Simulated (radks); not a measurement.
The numbers below are computed, except where a source is named.
Problem. These are the eigenvalues of the occupied orbitals of an atom or ion with whole-number occupations (Ry). Code: a radial shooting solver on a logarithmic mesh with Libxc functionals. Model: Dirac Kohn-Sham, PBE, spin-unpolarised, spherical densities, finite nucleus; Fermi nuclear charge, rms radius of each element as measured or else 0.836 A^(1/3) + 0.57 fm.

| orbital | eigenvalue |
|---|---|
| 1s1/2 | -7.27058 |

Which element is it, and in what charge state? The configuration may be excited. Open shells, if any, fill j = l - 1/2 first.

Solution. Z = 3, lithium, charge +2: Li2+ in 1s1. The 1s level, -3.6353 hartree, gives Z - s = 2.7 by -(Z - s)^2/2, which with screening and relativity narrows Z to a few neighbours, and the depths must fix Z and the occupations together.
